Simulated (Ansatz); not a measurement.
CH3BBrF (`BC(F)Br`), relaxed with RKS PBE0-D4/def2-TZVP in Ansatz from a PBE-D4/def2-SVP geometry. The force threshold is 0.005 eV/Å; the program also tests the step.

Total charge 0; spin multiplicity 1.

Start:

```xyz
7

B    -0.072    0.790   -0.325
C    -0.268   -0.699    0.087
F     0.069   -1.705   -0.721
Br    1.412    0.025    1.166
H    -0.726    1.631    0.256
H     0.518    1.019   -1.359
H    -0.933   -1.060    0.896
```

(1) By how much does the energy fall, and how many steps does the optimiser take? (Best estimate.)

(2) Which bonds change most? (Best estimate.)

(3) Give the relaxed structure. (Estimate.)

## Answers

(1) The calculation gave: 0.85 kcal/mol, in 8 steps, 1 of them rejected.

(2) Computed: C2–Br4 from 2.124 to 2.055 Å; B1–Br4 from 2.239 to 2.276 Å; B1–H5 from 1.213 to 1.191 Å; B1–H6 from 1.212 to 1.191 Å.

(3) Computed: 
```xyz
7

B    -0.098    0.793   -0.343
C    -0.241   -0.681    0.106
F     0.094   -1.688   -0.700
Br    1.397   -0.031    1.163
H    -0.719    1.619    0.249
H     0.492    1.016   -1.353
H    -0.924   -1.028    0.878
```
